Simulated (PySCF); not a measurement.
## A failing input for H4Ir

```python
from pyscf import gto, dft

mol = gto.M(
    atom='Ir 0.0036 -0.0036 0; H 1.0733 0.3603 1.127; H -1.2926 0.1192 0.7465; H -0.1191 1.2927 -0.7464; H -0.3605 -1.0731 -1.1271',
    basis='lanl2dz',
    ecp={'Ir': 'lanl2dz'},
    charge=0,
    spin=1,
    verbose=3,
)
mf = dft.UKS(mol, xc='pbe')
mf.level_shift = 0.3
mf.diis = False
mf.kernel()
mf.mulliken_pop()
mf.dip_moment()
print('orbital energies (hartree):', [e[max(0, n-3):n+3].round(4) for e, n in zip(mf.mo_energy, mol.nelec)])
```

```bash
$ python input.py
```

The log, shortened:

```
SCF not converged.
SCF energy = -103.123809333345 after 50 cycles  <S^2> = 0.75183515  2S+1 = 2.0018343
 ** Mulliken pop       alpha | beta **
pop of  0 Ir 5s        0.93528 | 0.93604
pop of  0 Ir 6s        0.55476 | 0.56314
pop of  0 Ir 7s        0.19770 | 0.21731
pop of  0 Ir 5px       1.00897 | 1.01014
pop of  0 Ir 5py       1.00853 | 1.01010
pop of  0 Ir 5pz       1.00642 | 1.00978
pop of  0 Ir 6px       0.07447 | -0.00964
pop of  0 Ir 6py       0.10123 | -0.00843
pop of  0 Ir 6pz       0.22682 | -0.01004
pop of  0 Ir 7px      -0.00996 | 0.00123
pop of  0 Ir 7py      -0.01316 | 0.00119
pop of  0 Ir 7pz      -0.03012 | 0.00124
[18 lines left out]
In total            11.00000 | 10.00000
 ** Mulliken atomic charges   ( Nelec_alpha | Nelec_beta ) **
charge of  0Ir =     -2.62561  (    10.00561      9.62001 )
charge of  1H =      0.62314  (     0.32503      0.05184 )
charge of  2H =      0.72207  (     0.14067      0.13725 )
charge of  3H =      0.72215  (     0.14064      0.13722 )
charge of  4H =      0.55826  (     0.38806      0.05368 )
Dipole moment(X, Y, Z, Debye): -4.72065,  5.40618,  0.53826
orbital energies (hartree): [array([-2.5282, -1.6495, -1.1939, -0.9993, -0.9459, -0.6623]), array([-2.5292, -2.5281, -1.6441, -1.0507, -0.9781, -0.9458])]
```

**Question.** Which setting is at fault, why, and what does a mended input give?

**Answer.** The DIIS space (off): without DIIS the plain iteration does not settle within the cycle limit. With this edit
```diff
- mf.diis = False
```
the run finishes: E(SCF) = -106.994075 Eh, ⟨S²⟩ = 0.751, μ(SCF) = 0.62 D.

No search for the lowest solution was made, and open d or f shells often end in a higher one.
